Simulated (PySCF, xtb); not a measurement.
Ta(O)(F)(NH2)2 (FH4N2OTa), SMILES [NH2][Ta]([NH2])(=[O])[F], multiplicity 1.

GFN2-xTB run with xtb at its own geometry gives an orbital gap of 4.07 eV and a dipole moment of 6.20 D.

Coordinates come from a B3LYP-D3(BJ)/def2-SVP optimisation. The spin state was assumed, not searched. The def2 effective core potentials stand for the cores of Ta; spin–orbit coupling is left out. One conformer was computed; it need not be the lowest.

**Question.** What does M06-2X/def2-TZVP (PySCF) give? (Estimate from the structure and the level; the computed values follow.)

**Answer.** gap 9.29 eV (levels -9.31 and -0.02 eV), dipole 4.41 D.
